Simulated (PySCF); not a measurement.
**C4H7NSi: core ionisation energies**

Compound: C4H7NSi.
Structure used (GFN2-xTB), in Å, numbered top down from 1:
```xyz
13
C4H7NSi angstrom
C      0.753   -2.693    0.933
C      0.547   -1.520    0.801
C      0.287   -0.116    0.626
N      0.936    0.449   -0.566
C     -0.058    1.411   -1.040
Si    -1.419    0.452   -0.092
H      0.934   -3.719    1.053
H      0.548    0.409    1.560
H      1.869    0.815   -0.418
H     -0.088    1.439   -2.131
H      0.104    2.437   -0.683
H     -2.117   -0.568   -0.864
H     -2.299    1.205    0.802
```

Computed with delta-SCF UKS SCAN, pcX-2 on the ionised atom, pcseg-1 elsewhere, spin-free X2C (PySCF). Vertical ΔSCF values, vacuum level as zero.

Question: List the computed XPS lines with their assignment.

Answer: 
```tsv
atom(s)	environment	level	binding energy (eV)	2p1/2 (eV)	above the level's lowest (eV)	count
C1	terminal alkyne carbon	C 1s	289.63	–	0.00	1
C2	alkyne carbon	C 1s	290.23	–	+0.60	1
C3	sp3 carbon bound to nitrogen	C 1s	291.37	–	+1.74	1
N4	secondary amine nitrogen	N 1s	404.62	–	0.00	1
C5	sp3 carbon bound to nitrogen	C 1s	290.73	–	+1.10	1
Si6	SiH2 silicon	Si 2p3/2	106.74	107.36	0.00	1
Si6	SiH2 silicon	Si 1s	1846.45	–	0.00	1
```

Lowest listed C 1s: C1, bonded to C (triple bond) and H. Highest, 1.74 eV above it: C3, bonded to N, C, H and Si. The widest gap between neighbouring values is 0.64 eV, between 290.73 and 291.37 eV. Summing the Pauling electronegativity differences to the bonded atoms, each weighted by its formal bond order, gives -0.35 for the lowest site and -0.51 for the highest; the largest sum, 0.00, belongs to C2, 1.14 eV below the top. The smallest sum, -0.86, belongs to C5, 1.10 eV above the lowest.

Question: Which photon energy gives electrons from C 1s of C3 a kinetic energy of 200 eV, and what is their de Broglie wavelength?

Answer: hν = 291.37 + 200 = 491.37 eV, recoil neglected; λ = 12.264 Å/√(E/eV) = 0.87 Å.

Question: Which effective nuclear charge Zeff reproduces each element's mean 1s value in the hydrogen-like formula E = 13.606 eV × Zeff²?

Answer: C (Z = 6): mean 290.5 eV, Zeff = 4.62, Z − Zeff = 1.38; N (Z = 7): mean 404.6 eV, Zeff = 5.45, Z − Zeff = 1.55; Si (Z = 14): mean 1846.4 eV, Zeff = 11.65, Z − Zeff = 2.35. Means run over the listed sites, weighted by atom count.

The unrestricted hole states depart most from a pure doublet (⟨S²⟩ = 0.75; over 0.85 named) for C 1s of C2 (0.86), which makes this value less certain. Spin–orbit and ligand-field terms were added within each 2p shell after the spin-free SCF. 2p1/2 minus 2p3/2 (ligand field included): Si 0.62 eV. Geometry: GFN2-xTB, one conformer, isolated molecule.

Hardware: one thread of an Intel Xeon at 2.70 GHz, shared host. Cost: 73 s, 0.53 GiB resident at most.
